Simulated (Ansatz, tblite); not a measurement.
Removing an electron: B₈P₇H₂₄⁻, a nanocrystal cut from zinc blende BP (hydrogen-capped). The state is a singlet with charge -1. Geometry: r2SCAN-D4/def2-SVP. Ansatz, gas phase; energy differences of separate SCF runs; the oxidised species was run as a doublet alone.

```xyz
39

B     1.872    0.785   -3.117
B    -3.655   -0.612    0.321
B    -0.922    0.245   -1.382
B     1.188    2.366   -0.324
B    -1.551    1.674    1.380
B     0.927   -0.307    1.366
B     3.688    0.241   -0.418
B    -1.839   -1.153    3.021
P     0.374   -0.384   -2.686
P     2.563    1.495   -1.424
P    -2.310   -1.063   -1.015
P    -2.712    0.163    1.857
P     2.498   -1.019    0.471
P    -0.187   -1.697    2.142
P    -0.088    0.976    0.255
H     2.704    0.147   -3.744
H     1.360    1.699   -3.748
H    -4.284   -1.619    0.605
H    -4.320    0.263   -0.214
H    -1.486    1.192   -1.904
H     0.580    3.175   -1.008
H     1.713    2.836    0.675
H    -2.190    2.476    0.714
H    -1.057    2.137    2.397
H     1.347    0.347    2.306
H     4.464   -0.380   -1.127
H     4.221    0.843    0.503
H    -2.524   -2.143    3.222
H    -1.460   -0.589    4.038
H    -0.316   -0.752   -3.877
H     0.809   -1.689   -2.315
H     3.483    2.496   -1.842
H    -2.943   -1.418   -2.242
H    -1.702   -2.324   -0.751
H    -3.767    0.666    2.668
H     2.097   -2.075   -0.398
H     3.234   -1.813    1.397
H    -0.413   -2.709    1.166
H     0.606   -2.476    3.034
```

The xTB rows come from tblite. B3LYP takes the VWN-RPA correlation. Single mean-field runs in def2-TZVP are fitted with def2-universal-jkfit. HOMO above LUMO, or a gap near zero within one spin, warns that the state may not be the lowest or that an electron is smeared out.

```csv
level,−HOMO (eV),vertical IE (eV),−LUMO (eV),HOMO–LUMO gap (eV),remarks
GFN1-xTB,7.02,8.89,2.24,4.78,–
GFN2-xTB,6.18,8.05,2.77,3.42,–
PBE-D4/def2-TZVP,2.72,4.64,-1.50,4.21,gap within one spin near zero (doublet)
B3LYP-D4/def2-TZVP,3.55,5.04,-2.09,5.65,–
PBE0-D4/def2-TZVP,3.72,5.01,-2.27,6.00,–
```

Relaxing the oxidised species (r2SCAN-D4/def2-SVP) changes its energy by -0.39 eV at PBE-D4/def2-TZVP, so the adiabatic ionisation energy to this nearest minimum is 4.25 eV. At PBE0-D4/def2-TZVP it is 4.48 eV.    Raw xTB energy differences between charge states are shifted by several eV; the methods need an empirical correction for them.
